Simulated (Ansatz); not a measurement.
Ansatz (a program for electronic structure) input (CCSD(T)/def2-SVPD):

Ansatz 0.2 input:
```yaml
crystal:
  periodic: [false, false, false]
  atoms:
    - {symbol: Si, position_ang: [0.01422753, 0.01856213, 0.44427836]}
    - {symbol: F, position_ang: [0.06490164, 0.08467479, 2.02666233]}
    - {symbol: Br, position_ang: [1.93531639, -0.78217367, -0.26289341]}
    - {symbol: Br, position_ang: [-1.64579476, -1.30450894, -0.12638887]}
    - {symbol: Br, position_ang: [-0.31190163, 2.05748424, -0.30957080]}
basis:
  gaussian:
    orbitals: def2-SVPD
magnetization: {spin_polarized: false}
correlation: {method: ccsd_t, electrons: outside_noble_gas}
output: {forces: true}
```

Output:

```
Functional definition: HF
integrals: 0.58 GiB planned
1630 factors; integrals over basis functions are off by at most 4.0e-4 eV
mean field: 2.07 GiB planned
mean field evaluation 1: about -220538.3501 eV, gradient 3.2e1 eV
mean field evaluation 2: about -220538.4121 eV, gradient 3.2e1 eV
mean field evaluation 4: about -220540.7459 eV, gradient 1.9e0 eV
mean field evaluation 8: about -220540.7706 eV, gradient 1.6e-1 eV
mean field evaluation 16: about -220539.7953 eV, gradient 2.1e1 eV
mean field -220540.77077314 eV, -8104.7238380092 hartree, gradient 2.5e-6 eV, S^2 0.000000; 0 other end points of the search recorded, 0 dependent functions left out
48 core orbitals not correlated
reference -220540.77077314 eV, -8104.7238380092 hartree; 16, 16 occupied and 106, 106 virtual orbitals, 1630 factors
densities: 1.80 GiB planned
second order -17.95792468 eV of doubles, -0.00000000 eV of singles
coupled cluster: 1.02 GiB planned
cycle   1  -18.38389369 eV  change   -4.3e-1 eV  update   1.0e-1
cycle   2  -18.74924343 eV  change   -3.7e-1 eV  update   2.8e-2
cycle   3  -18.83250488 eV  change   -8.3e-2 eV  update   1.4e-2
cycle   4  -18.83014281 eV  change    2.4e-3 eV  update   2.9e-3
cycle   5  -18.82736494 eV  change    2.8e-3 eV  update   1.1e-3
cycle   6  -18.82719483 eV  change    1.7e-4 eV  update   3.3e-4
cycle   7  -18.82715602 eV  change    3.9e-5 eV  update   9.6e-5
cycle   8  -18.82714694 eV  change    9.1e-6 eV  update   3.0e-5
cycle   9  -18.82715398 eV  change   -7.0e-6 eV  update   1.0e-5
cycle  10  -18.82715545 eV  change   -1.5e-6 eV  update   3.5e-6
perturbative correction -0.56353504 eV, -0.0207095307 hartree
the calculation of the forces begins
Total energy: -220560.16146362 eV, -8105.4364327411 hartree
Atom 0 at     0.014228     0.018562     0.444278 Å, force    -0.044313    -0.057813    -1.383741 eV/Å
Atom 1 at     0.064902     0.084675     2.026662 Å, force     0.050378     0.065726     1.573128 eV/Å
Atom 2 at     1.935316    -0.782174    -0.262893 Å, force     0.214309    -0.088650    -0.066463 eV/Å
Atom 3 at    -1.645795    -1.304509    -0.126389 Å, force    -0.184452    -0.146812    -0.051263 eV/Å
Atom 4 at    -0.311902     2.057484    -0.309571 Å, force    -0.035922     0.227549    -0.071661 eV/Å
Dipole moment:    -0.004832    -0.006304    -0.150876 e Å
```
